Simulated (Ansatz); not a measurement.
Consider the redistribution: `C[Se][GaH2]` + `C[SiH2]S[SiH2]Cl` → `C[SiH2][S][GaH2]` + `C[Se][SiH2]Cl`.

Computed with Ansatz on PBE0-D4/def2-TZVP structures; ΔE is electronic, products minus reactants. CCSD(T)/CBS adds triple-zeta CCSD(T) − MP2 to the extrapolated MP2 energy (def2 sets, frozen cores). Functionals use def2-TZVPP. B3LYP here is the variant with VWN-RPA as its local correlation; programs differ in this. For Ga, Se outer-core shells are correlated without core-valence functions, which leaves a few kJ/mol of doubt a bond. Scalar relativity is left out up to krypton. Each species was taken in one conformer, which may not be the lowest.

(1) Is it downhill or uphill in electronic energy at CCSD(T)/CBS, and by how much? (An estimate is asked.)

(2) What do these levels give: r2SCAN-D4, PBE0-D4, B3LYP-D4, ωB97M-V, B2PLYP, r2SCAN, B3LYP, MP2/def2-TZVPP, SCS-MP2/def2-QZVPP, HF/CBS(def2), MP2/CBS(def2), CCSD/CBS(def2)? (An estimate is asked.)

Largest T1 diagnostic among the species: 0.013.

Results:

(1) The calculation gave: Uphill: ΔE = +3.6 kJ/mol.

(2) The calculation gave: r2SCAN-D4 5.9, PBE0-D4 5.1, B3LYP-D4 4.0, ωB97M-V 5.2, B2PLYP 5.1, r2SCAN 6.0, B3LYP 5.7, MP2/def2-TZVPP 4.0, SCS-MP2/def2-QZVPP 3.1, HF/CBS(def2) 3.2, MP2/CBS(def2) 3.1, CCSD/CBS(def2) 3.5 kJ/mol.
